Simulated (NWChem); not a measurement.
ZnSH cation; SMILES [SH][Zn+]

```xyz
3

Zn     0.0067     0.7655     0.0000
S     -0.0722    -1.3938     0.0000
H      1.2839    -1.4924     0.0000
```
Atoms are numbered in this order, from 1.

Level: PBE0/def2-SVP (NWChem), optimised geometry, unscaled harmonic frequencies. 

Question: List the harmonic frequencies with IR intensities, and the thermochemistry.

Answer: 
| frequency (cm⁻¹) | IR intensity (km/mol) |
|---|---|
| 395 | 0.8 |
| 674 | 11.1 |
| 2669 | 30.9 |

```yaml
zero_point_energy: 5.3 kcal/mol
thermal correction to the enthalpy at 298.15 K (with zero-point energy): 8.0 kcal/mol
heat capacity Cv: 8.3 cal/(mol K)
entropy at 298.15 K and 1 atm (symmetry number 1): 62.3 cal/(mol K)
```

Rigid rotor and harmonic oscillator.
